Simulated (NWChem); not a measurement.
System: silicon monosulfide (SiS, singlet); SMILES [Si]=S

Program: NWChem. Pople sets run with spherical d functions. Low-valent species are run as closed-shell singlets; no triplet was tried in these runs. Geometry: optimised at PBE0-D3(BJ)/def2-TZVP. Static field.

| level | isotropic polarisability (bohr³) | anisotropy (bohr³) |
|---|---|---|
| PBE/6-31+G* | 42.7 | 38.9 |
| B3LYP/6-31+G* | 42.4 | [?] |
| LC-BLYP (range parameter 0.33 per bohr)/6-31+G* | 42.0 | 37.1 |
| BHandHLYP/6-31+G* | 41.5 | 36.7 |

Complete the blanks.


- B3LYP/6-31+G*, anisotropy (bohr³): 38.1
